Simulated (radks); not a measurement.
Question: Sc3+, configuration [Ar]. All-electron calculation, Dirac Kohn-Sham, SOGGA, spin-unpolarised, spherical densities, point nucleus. Program: a radial shooting solver on a logarithmic mesh with Libxc functionals. Some entries of the table are withheld. Estimate them.

orbital,occ.,eigenvalue (Ry),<r> (bohr),<1/r> (bohr^-1)
1s1/2,2,(1),(2),20.75
2s1/2,2,-37.23243,0.3437,(3)
2p1/2,2,-31.15432,0.3061,(4)
2p3/2,4,-30.81399,0.3087,(5)
3s1/2,2,-6.33229,(6),1.329
3p1/2,2,-4.76032,1.125,1.216
3p3/2,4,-4.72036,1.132,1.206
3d3/2,0,-2.36484,1.355,0.9390
3d5/2,0,-2.36144,1.357,0.9373
4s1/2,0,-1.80981,2.728,0.4915

Answer: 
(1) 1s1/2 eigenvalue (Ry): -325.0954
(2) 1s1/2 <r> (bohr): 0.07310
(3) 2s1/2 <1/r> (bohr^-1): 4.302
(4) 2p1/2 <1/r> (bohr^-1): 4.232
(5) 2p3/2 <1/r> (bohr^-1): 4.183
(6) 3s1/2 <r> (bohr): 1.056
